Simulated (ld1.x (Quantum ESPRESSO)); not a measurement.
**Reading a pseudo-wave (Sn)**

Columns: radius, all-electron u(r) and pseudo u(r) of the 5s shell (level -10.82 eV) of tin in the configuration [Kr] 4d10 5s1.75 5p2.25; PBEsol, scalar-relativistic, ultrasoft scheme, ld1.x (Quantum ESPRESSO) 7.5.

| r (bohr) | all-electron | pseudo |
| --- | --- | --- |
| 0.138 | -0.0230 | 0.0990 |
| 0.275 | 0.2210 | 0.1953 |
| 0.413 | -0.0572 | 0.2884 |
| 0.550 | -0.3068 | 0.3753 |
| 0.688 | -0.3456 | 0.4556 |
| 0.825 | -0.2246 | 0.5270 |
| 0.963 | -0.0313 | 0.5897 |
| 1.100 | 0.1697 | 0.6420 |
| 1.238 | 0.3491 | 0.6845 |
| 1.375 | 0.4917 | 0.7166 |
| 1.513 | 0.5979 | 0.7391 |
| 1.650 | 0.6695 | 0.7521 |
| 1.788 | 0.7127 | 0.7564 |
| 1.925 | 0.7325 | 0.7527 |
| 2.062 | 0.7342 | 0.7416 |
| 2.200 | 0.7221 | 0.7238 |
| 2.338 | 0.6996 | 0.6997 |
| 2.475 | 0.6701 | 0.6701 |
| 2.613 | 0.6355 | 0.6355 |
| 2.750 | 0.5981 | 0.5981 |
| 2.888 | 0.5590 | 0.5590 |
| 3.025 | 0.5198 | 0.5198 |
| 3.162 | 0.4810 | 0.4810 |
| 3.300 | 0.4430 | 0.4430 |
| 3.438 | 0.4064 | 0.4064 |
| 3.575 | 0.3720 | 0.3720 |

**Question.** How many radial nodes do the two functions have?

**Answer.** The all-electron 5s function has n − l − 1 = 4 (the table is too coarse to show those close to the nucleus); the pseudo-wave has 0, since the states of the same l below it are removed with the core.

**Question.** At about which radius was the pseudo-wave matched?

**Answer.** 2.45 bohr, where the columns begin to agree (steps of 0.14 bohr).

**Question.** Is the pseudo-wave norm-conserving?

**Answer.** No, it belongs to an ultrasoft set: the norm inside the radius is not constrained, and the difference is carried by the augmentation charge.
